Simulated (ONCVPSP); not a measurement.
An all-electron radial function and its pseudo partner (silver (Ag))

Columns: radius, all-electron u(r) and pseudo u(r) of the 4p shell (level -60.61 eV) of silver in the configuration [Ar] 3d10 4s2 4p6 4d10 5p1; PBE, scalar-relativistic, ONCV scheme, ONCVPSP 4.0.1.

| r (bohr) | all-electron | pseudo |
| --- | --- | --- |
| 0.100 | 0.2961 | 0.0241 |
| 0.200 | -0.4344 | 0.0995 |
| 0.300 | -0.5906 | 0.2311 |
| 0.400 | -0.2203 | 0.4142 |
| 0.500 | 0.2858 | 0.6277 |
| 0.600 | 0.7094 | 0.8363 |
| 0.700 | 0.9838 | 1.0025 |
| 0.800 | 1.1167 | 1.1011 |
| 0.900 | 1.1410 | 1.1251 |
| 1.000 | 1.0939 | 1.0857 |
| 1.100 | 1.0058 | 1.0031 |
| 1.200 | 0.8986 | 0.8981 |
| 1.300 | 0.7866 | 0.7865 |
| 1.400 | 0.6784 | 0.6783 |
| 1.500 | 0.5786 | 0.5785 |
| 1.600 | 0.4893 | 0.4892 |
| 1.700 | 0.4110 | 0.4109 |
| 1.800 | 0.3434 | 0.3434 |
| 1.900 | 0.2858 | 0.2857 |
| 2.000 | 0.2370 | 0.2370 |
| 2.100 | 0.1960 | 0.1960 |
| 2.200 | 0.1617 | 0.1617 |
| 2.300 | 0.1332 | 0.1332 |
| 2.400 | 0.1095 | 0.1095 |
| 2.500 | 0.0899 | 0.0899 |
| 2.600 | 0.0737 | 0.0737 |

Task: How many radial nodes do the two functions have?

Result: The all-electron 4p function has n − l − 1 = 2; the pseudo-wave has 0, since the states of the same l below it are removed with the core.

Task: At about which radius was the pseudo-wave matched?

Result: 1.35 bohr. The columns agree to 0.0005 from 1.20 bohr on; several derivatives are matched, so the curves merge somewhat inside the radius.

Task: Is the pseudo-wave norm-conserving?

Result: Yes: the ONCV scheme keeps the norm inside the radius equal to the all-electron one, which fixes the energy derivative of the logarithmic derivative at the level.
